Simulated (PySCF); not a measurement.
Simulation results for B2H5N

Computed with PySCF 2.14.0. Calculation on a computer-drawn molecule: the log of a Hartree-Fock and frozen-core CCSD(T) single point meant for a local Hartree-Fock minimum, with one planted fault or none, to be diagnosed. Offsets are logged minus clean, where the clean run is the same molecule without the fault. The reference is restricted for singlets and unrestricted otherwise, and also for a bond in bohr or an excited solution. Adding or removing an electron swaps singlet and doublet. The excited solution moves the top pair (singlet) or top alpha electron (doublet) to the lowest empty orbital. Highest occupied and lowest empty are orbital energies over both spins, largest force is the largest gradient component, triples share is (T) over the correlation energy, the T1 limit is 0.02 restricted and 0.045 unrestricted, electrons count all cores, a negative frequency is imaginary (commonest isotopes), and the dipole is about the centre of nuclear charge.

Common to all runs: meant charge 0; meant multiplicity 1; meant basis cc-pVDZ; logged electrons 22; logged basis functions 67; logged SCF converged yes; logged spin squared 0; possible faults no fault, one electron removed, one electron added, multiplicity raised by two, geometry at a saddle point, SCF held on an excited solution, minimal basis STO-3G, one bond length entered in bohr, all coordinates scaled.

```yaml
- entry: 1
  formula: B2H5N
  logged_structure:
    atoms_angstrom:
      - [B, 0.0894, -2.0794, 1.6889]
      - ["N", -0.0737, -0.8741, 1.0297]
      - [B, 0.3093, -0.5832, -0.2675]
      - [H, 0.5973, -2.9724, 1.1342]
      - [H, -0.2845, -2.1856, 2.7933]
      - [H, -0.5033, -0.1546, 1.5316]
      - [H, 0.8275, -1.4082, -0.9112]
      - [H, 0.1084, 0.486, -0.7001]
  given:
    "logged_highest_occupied [eV]": -12.757
    "logged_lowest_empty [eV]": 2.6287
    "logged_largest_force [hartree/bohr]": 0.019691
    logged_T1_diagnostic: 0.010919
    logged_D1_diagnostic: 0.03748
    logged_triples_share: 0.025065
    logged_CC_converged: "yes"
    "logged_dipole_magnitude [debye]": 1.2429
    logged_SCF_stable_within_its_kind: "yes"
    "logged_energy_HF [hartree]": -106.78528
    "logged_energy_CCSD(T) [hartree]": -107.17028
    drawn_bonds_atom: [1, 2, 1, 1, 2, 3, 3]
    drawn_bonds_other_atom: [2, 3, 4, 5, 6, 7, 8]
    drawn_bonds_order: [1, 1, 1, 1, 1, 1, 1]
  results:
    planted_fault: "all coordinates scaled, by -2.5 %"
    "HF_energy_offset_from_clean_run [kcal/mol]": 2.891
    "CCSD(T)_energy_offset_from_clean_run [kcal/mol]": 5.014
- entry: 2
  formula: B2H5N
  logged_structure:
    atoms_angstrom:
      - [B, 0.0917, -2.1327, 1.7322]
      - ["N", -0.0756, -0.8965, 1.0561]
      - [B, 0.3172, -0.5982, -0.2743]
      - [H, 0.6127, -3.0486, 1.1632]
      - [H, -0.2918, -2.2416, 2.8649]
      - [H, -0.5162, -0.1586, 1.5709]
      - [H, 0.8487, -1.4443, -0.9346]
      - [H, 0.1112, 0.4985, -0.7181]
  given:
    "logged_highest_occupied [eV]": -4.1425
    "logged_lowest_empty [eV]": -7.1654
    "logged_largest_force [hartree/bohr]": 0.17016
    logged_CC_converged: "no"
    "logged_dipole_magnitude [debye]": 4.452
    logged_SCF_stable_within_its_kind: "no"
    "logged_energy_HF [hartree]": -106.11534
    drawn_bonds_atom: [1, 2, 1, 1, 2, 3, 3]
    drawn_bonds_other_atom: [2, 3, 4, 5, 6, 7, 8]
    drawn_bonds_order: [1, 1, 1, 1, 1, 1, 1]
  results:
    planted_fault: "SCF held on an excited solution"
    "HF_energy_offset_from_clean_run [kcal/mol]": 423.3
  notes: ["CCSD not converged"]
```
